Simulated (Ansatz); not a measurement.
Mulliken charges of CSe, SMILES `[C-]#[Se+]` from PBE/def2-TZVPP in Ansatz (PBE0-D4/def2-TZVP geometry).

| atom | x (Å) | y (Å) | z (Å) | charge (e) |
| --- | --- | --- | --- | --- |
| C1 | -0.710 | 0.257 | -0.359 | -0.194 |
| Se2 | 0.710 | -0.257 | 0.359 | 0.194 |

Q: By hand: the dipole of these point charges (1 e Å = 4.8032 D).

A: Σ q r = (0.275, -0.100, 0.139) e Å, of length 0.324 e Å = 1.56 D.

Q: How does the dipole of the full density compare? (An estimate is asked.)

A: The calculation gave: (0.383, -0.139, 0.194) e Å, 2.17 D; the point charges give 0.72 times that, at 0° from its direction.

Point charges leave out the atoms' own dipoles, such as those of lone pairs, and Mulliken's split depends on the basis, so the two needn't agree.
